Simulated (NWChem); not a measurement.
**Atomisation of C$_{2}$H$_{7}$AlO$_{2}$**

SMILES: C[O][AlH][O]C
```xyz
12

Al    -0.4527     0.2553     0.9054
H     -1.1354     0.6412     2.2715
O     -0.9277     1.1207    -0.4871
C     -0.7112     1.2401    -1.8626
H     -0.3808     2.2721    -2.1220
H      0.0615     0.5365    -2.2539
H     -1.6513     1.0473    -2.4289
O      0.7071    -0.9967     0.9271
C      1.5820    -1.7309     0.1219
H      1.5585    -1.4280    -0.9519
H      2.6329    -1.6175     0.4747
H      1.3401    -2.8178     0.1643
```
Charge 0, spin multiplicity 1.

Program: NWChem. The geometry was optimised at PBE/def2-SVP, a minimum by its harmonic frequencies. It is one conformer; others weren't searched.

Basis set: def2-SVP. The atomisation energy is electronic alone: no zero-point, thermal, spin-orbit or counterpoise terms. No value is extrapolated to the basis-set limit. Free atoms are single determinants with multiplicities Al 2, H 2, O 3, C 3.

B3LYP has NWChem's definition, with VWN1-RPA local correlation. The structure started from a generated list of species. No SCF solution was tested for a lower state.

**Question.** For the atomisation energy, BLYP gives 1070.7 kcal/mol and LDA (SVWN5) gives 1232.9 kcal/mol. What do PBE0, B3LYP, M06-2X give?

**Answer.** PBE0: 1071.7 kcal/mol; B3LYP: 1072.4 kcal/mol; M06-2X: 1078.0 kcal/mol.
